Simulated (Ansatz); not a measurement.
`C[Se]BCF`, relaxed with RKS PBE0-D4/def2-TZVP in Ansatz from a PBE-D4/def2-SVP geometry. The force threshold is 0.005 eV/Å; the program also tests the step.

Total charge 0; spin multiplicity 1.

Start:

```xyz
11

C    -2.001    0.412    1.152
Se   -0.180   -0.332    1.279
B     0.501    0.029   -0.471
C     1.927   -0.505   -0.891
F     2.428    0.160   -2.011
H    -2.176    1.056    2.034
H    -2.731   -0.419    1.147
H    -2.087    1.002    0.222
H    -0.196    0.640   -1.256
H     2.682   -0.447   -0.071
H     1.834   -1.595   -1.133
```

```json
{"step": "1", "energy (eV)": "-70903.3181", "largest force (eV/Å)": "0.593", "largest move (Å)": "0.000"}
{"step": "2", "energy (eV)": "-70903.3596", "largest force (eV/Å)": "0.190", "largest move (Å)": "0.034"}
{"step": "3", "energy (eV)": "-70903.3629", "largest force (eV/Å)": "0.056", "largest move (Å)": "0.021"}
{"step": "4", "energy (eV)": "-70903.3635", "largest force (eV/Å)": "0.018", "largest move (Å)": "0.009"}
{"step": "5", "energy (eV)": "-70903.3635", "largest force (eV/Å)": "0.029", "largest move (Å)": "0.038"}
{"step": "6", "energy (eV)": "-70903.3639", "largest force (eV/Å)": "0.010", "largest move (Å)": "0.011"}
{"step": "7", "energy (eV)": "-70903.3641", "largest force (eV/Å)": "0.006", "largest move (Å)": "0.023"}
{"step": "8", "energy (eV)": "-70903.3643", "largest force (eV/Å)": "0.021", "largest move (Å)": "0.035"}
{"step": "9", "energy (eV)": "-70903.3643", "largest force (eV/Å)": "0.020", "largest move (Å)": "0.010"}
{"step": "10", "energy (eV)": "-70903.3644", "largest force (eV/Å)": "0.015", "largest move (Å)": "0.020"}
{"step": "11", "energy (eV)": "-70903.3644", "largest force (eV/Å)": "0.010", "largest move (Å)": "0.004"}
{"step": "12", "energy (eV)": "-70903.3644", "largest force (eV/Å)": "0.005", "largest move (Å)": "0.005"}
```

End:

```xyz
11

C    -1.991    0.400    1.138
Se   -0.233   -0.440    1.230
B     0.490    0.026   -0.467
C     1.908   -0.503   -0.879
F     2.368    0.080   -2.054
H    -2.118    1.027    2.018
H    -2.753   -0.377    1.124
H    -2.046    1.001    0.234
H    -0.160    0.705   -1.201
H     2.664   -0.330   -0.104
H     1.871   -1.590   -1.039
```

It took 46 s on 4 threads of an Arm Neoverse V1 on a shared host, with 0.58 GiB of host memory at the peak.
